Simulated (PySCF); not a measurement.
C3H4F2O2Si.
Numbering: `[F:1]/[CH:2]=[C:3]1/[O:4][CH2:5][Si@H:6]([F:7])[O:8]1`

Cartesian coordinates in Å at the GFN2-xTB level; atoms count from 1:
```
atom  x, y, z in Å
F1     3.0148    0.9830   -0.4734
C2     2.2678   -0.1288   -0.3108
C3     0.9536   -0.0564   -0.1228
O4     0.2229   -1.1840    0.0603
C5    -1.1812   -0.9481    0.1826
Si6   -1.3188    0.9552    0.2313
F7    -2.1623    1.5419   -0.9955
O8     0.2729    1.1117   -0.0894
H9     2.8241   -1.0473   -0.3494
H10   -1.6823   -1.4006   -0.6794
H11   -1.5199   -1.4683    1.0794
H12   -1.6904    1.6409    1.4410
```

Definitions: NICS(0) = −σiso at the ring centroid; NICS(1) = −σiso and NICS(1)zz = −σzz at ±1 Å along the ring normal z. Level: GIAO PBE0/pcSseg-1 (PySCF, non-relativistic, gas phase) on the GFN2-xTB geometry, one conformer.

Ring bond lengths (Å), with Mayer bond orders in brackets: C3–O4 1.356 (1.01), O4–C5 1.429 (0.88), C5–Si6 1.909 (0.90), Si6–O8 1.631 (0.98), O8–C3 1.352 (0.96).

**Question.** What do the NICS probes read (ppm)?

**Answer.** 
```json
{"ring": "C3–O4–C5–Si6–O8", "type": "5-membered ring with 2 O and Si; formal bonds all single", "NICS(0)": "-6.9", "NICS(1), two faces": "-3.3 / -2.5", "NICS(1)zz, two faces": "-5.9 / -4.1", "rms pucker (Å)": "0.04", "centre to ring atoms, mean (Å)": "1.30"}
```

**Question.** What do they say, and how far can they be read as aromaticity?

**Answer.** 
- C3–O4–C5–Si6–O8: mean NICS(1)zz -5.0 ppm, shielded. C5, Si6 have four or more neighbours, so the value isn't read as a sign of a π ring current.

**Question.** What is the mean of the two in-plane components of NICS at the first NICS(1) probe listed for ring C3–O4–C5–Si6–O8, 1 Å off the ring?

**Answer.** The isotropic value is a third of the trace: (3 × -3.3 − (-5.9))/2 = -2.0 ppm.

**Question.** What are the shieldings of the ring atoms and their hydrogens in the same run (means over atoms taken as equivalent)?

**Answer.** 
| atoms | environment | σ isotropic (ppm) | principal values of the symmetric part, first atom (ppm) |
| --- | --- | --- | --- |
| C3 | vinylic carbon bearing oxygen | 25.8 | -44.7, 54.8, 67.4 |
| O4 | cyclic ether oxygen | 256.7 | 200.6, 229.8, 339.7 |
| C5 | sp3 carbon bound to oxygen | 129.0 | 100.1, 109.0, 177.9 |
| Si6 | fluorine-bound silicon | 353.4 | 329.3, 356.1, 374.9 |
| O8 | silyl ether oxygen | 195.9 | 120.1, 189.2, 278.3 |
| H10 | methylene hydrogen | 27.78 | 23.8, 25.9, 33.7 |
| H11 | methylene hydrogen | 27.82 | 23.7, 26.1, 33.6 |
| H12 | Si–H hydrogen | 26.49 | 22.8, 23.8, 32.8 |
